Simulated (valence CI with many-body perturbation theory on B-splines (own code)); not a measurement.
The numbers below are computed, except where a source is named.
**Basis-set convergence for Hg LX**

Level of theory: relativistic CI+MBPT: three valence electrons over a frozen Dirac-Fock core [Ar], a basis of 7 s, 7 p, 8 d, 6 f, 4 g, 1 h functions for each j, with the one-electron correlation potential Σ1, the two-electron term Σ2, the three-electron term Σ3, Breit, model QED; selected CI, second order for the rest, scaled by the run's own slope (own B-spline code, finite nucleus).

No measured spectrum was set against this ion. As an estimate, large intervals hold to a few tenths of a per cent, small ones and those within an open d or f shell to about a per cent. The list stops below the first excitations out of the core. Only levels of the ground parity were solved; by the run's estimate the other parity begins above the list, which can be wrong where configurations are misplaced.

The reference run has the lowest level (3d3/2^3) J=3/2 and an ionisation energy of 6192.60 eV. Its largest variational space holds 4712 state functions.

Levels are named by their leading jj configuration (3d3/2^4 stands for four electrons in 3d with j = 3/2), which in mixed levels can hold well under half, so a name can repeat and another be missing. Letters in brackets count levels of one name in rising energy.

Changed runs:
A. basis 6 s, 6 p, 5 d, 5 f, 1 g
B. basis 5 s, 5 p, 4 d, 4 f

Excitation energies of the reference run in cm⁻¹, and shifts in cm⁻¹:

```
                    Level  Reference      A      B
(3d3/2^2 3d5/2) J=5/2 [a]     788033   -255   -438
    (3d3/2^2 3d5/2) J=3/2     842677   -129   -115
    (3d3/2^2 3d5/2) J=9/2     873188    +84   +292
    (3d3/2^2 3d5/2) J=7/2     878244    +23   +138
    (3d3/2^2 3d5/2) J=1/2     890976    +11   +170
(3d3/2^2 3d5/2) J=5/2 [b]    1106720   +304   +690
(3d3/2 3d5/2^2) J=7/2 [a]    1651350   -234   -363
    (3d3/2 3d5/2^2) J=9/2    1693210   -112    -83
(3d3/2 3d5/2^2) J=3/2 [a]    1741700    -84    -88
    (3d3/2 3d5/2^2) J=1/2    1768090    +57   +277
   (3d3/2 3d5/2^2) J=11/2    1775470   +146   +503
(3d3/2 3d5/2^2) J=5/2 [a]    1777660    -32    +63
   Ionisation energy (eV)    6192.60  -0.07  -0.11
```
